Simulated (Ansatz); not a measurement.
One change: `F[SiH2][AlH2]` becomes `F[SiH2]I`.

Ansatz, PBE0-D4/def2-TZVP geometries, multiplicity 1. 

Elements past krypton have def2 core potentials.

| property | `F[SiH2][AlH2]` |
| --- | --- |
| HOMO energy (PBE0/def2-TZVPP) / eV | -7.65 |
| HOMO energy (PBE/def2-TZVPP) / eV | -6.52 |
| LUMO energy (PBE/def2-TZVPP) / eV | -3.03 |
| LUMO energy (PBE0/def2-TZVPP) / eV | -2.27 |
| ideal-gas entropy at 298 K and 1 bar (rigid rotor, harmonic PBE0-D4/def2-TZVP) / J/(mol·K) | 315 |
| HOMO energy (ωB97M-V/def2-TZVPP) / eV | -9.65 |

(1) What does the change do to each property? (Best estimate.)

Results:

(1) Computed: 
```
                                                                                  property  `F[SiH2]I`  shift
                                                        HOMO energy (PBE0/def2-TZVPP) / eV       -7.96  -0.31
                                                         HOMO energy (PBE/def2-TZVPP) / eV       -6.81  -0.29
                                                         LUMO energy (PBE/def2-TZVPP) / eV       -1.40   1.63
                                                        LUMO energy (PBE0/def2-TZVPP) / eV       -0.54   1.73
ideal-gas entropy at 298 K and 1 bar (rigid rotor, harmonic PBE0-D4/def2-TZVP) / J/(mol·K)         301    -14
                                                     HOMO energy (ωB97M-V/def2-TZVPP) / eV      -10.08  -0.43
```

With PBE0 the HOMO falls by 0.31 eV and the LUMO rises by 1.73 eV, so the gap widens by about 2.04 eV. PBE moves the HOMO by -0.29 eV and ωB97M-V by -0.43 eV. The zero-point energy changes by -31.1 kJ/mol with -6 modes.

Spin–orbit coupling is left out; it splits and shifts lone-pair levels of the heavy atoms by tenths of an eV.
